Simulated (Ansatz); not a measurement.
Saddle point of SiNH6Cl2F, closed shell (SiH₂Cl₂ ([Cl][SiH2][Cl]) + NH₃ + HF → SiH₂Cl₂F ([F][SiH2]([Cl])[Cl]) + NH₄; bonds formed: Si1–F7, H6–N9; bonds broken: H6–F7), PBE0-D4/def2-TZVP structure:

Si1  (-0.473, 1.080, -1.300)
Cl2  (-0.874, -0.952, -1.673)
H3  (-0.120, 1.409, -2.710)
H4  (-1.581, 2.012, -1.012)
Cl5  (1.448, 1.450, -0.528)
H6  (-0.259, -0.242, 1.037)
F7  (-0.928, 0.605, 0.618)
H8  (0.396, -1.897, 0.671)
N9  (0.527, -1.157, 1.354)
H10  (1.467, -0.786, 1.253)
H11  (0.398, -1.523, 2.290)
(Å)

Energies are electronic, without zero-point energy. Barriers and step energies count from the start structure reached by relaxing down the imaginary mode; all methods use the PBE0-D4 structures, on which another method's saddle can fall below an end. Program: Ansatz 0.2.0. Basis: def2-TZVPP, with def2-QZVPP for the basis limit. Cores are frozen in the correlated methods. B3LYP uses VWN-RPA correlation. Extrapolation: Hartree–Fock as exp(−7.88 √X), correlation as X^−2.97.

| method | barrier (kJ/mol) | step energy (kJ/mol) |
| --- | --- | --- |
| SPW92 | -14.9 | -23.1 |
| PBE-D4 | 15.8 | 13.1 |
| BLYP-D4 | 25.3 | 21.5 |
| r2SCAN-D4 | 15.6 | 9.8 |
| B97M-V | 23.6 | 13.0 |
| PBE0-D4 | 21.7 | 15.9 |
| B3LYP-D4 | 28.6 | 22.5 |
| r2SCAN0-D4 | ? | 13.1 |
| BHLYP-D4 | ? | 24.1 |
| CAM-B3LYP-D4 | ? | 18.3 |
| wB97X-V | 25.4 | 19.8 |
| wB97M-V | 22.2 | 15.2 |
| B2PLYP | 31.5 | 26.0 |
| PBE-QIDH | 25.7 | 18.3 |
| RPA on PBE | 34.0 | 32.9 |
| HF | 66.1 | 53.8 |
| MP2 | 29.2 | 24.5 |
| CCSD | 38.6 | 32.1 |
| CCSD(T) | 32.7 | 27.1 |

Task: Fill in the withheld barriers. (To be estimated.)

Result: By the calculation: BHLYP-D4 34.5; r2SCAN0-D4 21.0; CAM-B3LYP-D4 25.0 kJ/mol. Each is the energy of the saddle less that of the start structure, by the same method.

For comparison, the barrier by CCSD(T) at an estimated basis limit (MP2 extrapolated from triple and quadruple zeta, plus CCSD(T) − MP2 in triple zeta) is 31.5 kJ/mol.

The T1 diagnostic stays at or below 0.010. The start structure is not quite a true minimum (one mode of 34i cm⁻¹).

Labels in which every atom is bracketed show which atoms are joined, not bond orders.

For scale, one of the runs: CCSD(T)/def2-TZVPP, 272 basis functions, launched by `ansatz run in.yaml --threads 8 --pin off --events-out ev --progress --plain --max-ram 19148MiB`. The run took 2.2 min on 8 CPU threads of an Arm Neoverse V2 (shared host), with 7 GiB of host memory at its peak.
